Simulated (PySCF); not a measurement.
Compound: SeMe2, C₂H₆Se.
SMILES: `C[Se]C`

The closed-shell ground state was solved at several levels (PySCF, density fitting, gas phase). Geometry: PBE0-D3(BJ)/def2-SVP; no solvent, vibrations or thermal averaging. The calculation is non-relativistic and has no spin–orbit coupling, an omission that weighs most on selenium.

```csv
level,basis functions,total energy (Eh),HOMO (eV),LUMO (eV),gap (eV),dipole (D)
B3LYP/pcJ-1 (pcSseg-1 on Se),155,-2481.1703,-5.72,0.41,6.13,1.39
B3LYP/def2-SVPD,129,-2481.0638,-5.81,-0.11,5.70,1.49
KT2/pcSseg-1,105,-2491.8356,-4.85,-0.43,4.42,1.42
```

Problem. What might PBE0/pcSseg-1 (105 basis functions) give for the same quantities?

Solution. Total energy -2480.7188 Eh, HOMO -5.98 eV, LUMO 0.63 eV, gap 6.61 eV, dipole 1.50 D.

Problem. Over all these levels, which gives the widest orbital gap and which the narrowest?

Solution. PBE0/pcSseg-1 (global hybrid, 25 % exact exchange) has the widest, 6.61 eV, and KT2/pcSseg-1 (GGA) the narrowest, 4.42 eV. The two share the basis. From the narrowest to the widest the HOMO moves by -1.13 eV and the LUMO by +1.06 eV.

Problem. How far do the dipole and the HOMO energy spread over the levels?

Solution. The dipole runs from 1.39 to 1.50 D (mean 1.45 D) and the HOMO from -5.98 to -4.85 eV.
